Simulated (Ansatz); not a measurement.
## Loss of CH4: C2H9AlS → CH5AlS + CH4

Species: C2H9AlS `C[S+](C)[AlH3-]`, singlet; CH5AlS `C[S][AlH2]`, singlet; CH4 (methane) `C`, singlet. This is a balance of energies; it says nothing on the path, which may need atoms to shift.

Shapes, held fixed at every level: PBE0-D4/def2-TZVP. Programs: Ansatz 0.2.0. The zero-point and thermal change to 298 K, harmonic and unscaled (PBE0-D4/def2-TZVP), is +2.9 kJ/mol.

Question: Estimate ΔH(298 K) of this reaction.

Answer: The highest level, CCSD(T)/CBS estimate, gives ΔH(298 K) = -72.2 kJ/mol; the levels span -84.0 to -40.6. The column of differences is taken from that level and isn't an error. No measured value is set beside it here. The CBS estimate extrapolates MP2 from def2-TZVPP and def2-QZVPP and adds CCSD(T) − MP2 in the triple-zeta set, cores frozen. Times are processor times on shared x86 and Arm servers, and rough.

```json
{"level": "SPW92/def2-TZVPP", "kind": "LDA", "ΔH(298 K) (kJ/mol)": "-40.6", "less CCSD(T)/CBS estimate": "+31.6", "CPU time (sum over the molecules)": "7.2 s"}
{"level": "PBE-D4/def2-TZVPP", "kind": "GGA", "ΔH(298 K) (kJ/mol)": "-63.4", "less CCSD(T)/CBS estimate": "+8.8", "CPU time (sum over the molecules)": "14 s"}
{"level": "B3LYP-D4/def2-TZVPP", "kind": "global hybrid", "ΔH(298 K) (kJ/mol)": "-72.7", "less CCSD(T)/CBS estimate": "-0.5", "CPU time (sum over the molecules)": "24 s"}
{"level": "r2SCAN0-D4/def2-TZVPP", "kind": "global hybrid", "ΔH(298 K) (kJ/mol)": "-66.4", "less CCSD(T)/CBS estimate": "+5.8", "CPU time (sum over the molecules)": "25 s"}
{"level": "B2PLYP/def2-TZVPP", "kind": "double hybrid", "ΔH(298 K) (kJ/mol)": "-84.0", "less CCSD(T)/CBS estimate": "-11.8", "CPU time (sum over the molecules)": "26 s"}
{"level": "MP2/def2-TZVPP", "kind": "perturbation theory", "ΔH(298 K) (kJ/mol)": "-75.1", "less CCSD(T)/CBS estimate": "-2.9", "CPU time (sum over the molecules)": "–"}
{"level": "CCSD(T)/def2-TZVPP", "kind": "coupled cluster or CI", "ΔH(298 K) (kJ/mol)": "-73.8", "less CCSD(T)/CBS estimate": "-1.6", "CPU time (sum over the molecules)": "7.4 min"}
{"level": "CCSD(T)/CBS estimate", "kind": "coupled cluster or CI", "ΔH(298 K) (kJ/mol)": "-72.2", "less CCSD(T)/CBS estimate": "0.0", "CPU time (sum over the molecules)": "9.2 min"}
```
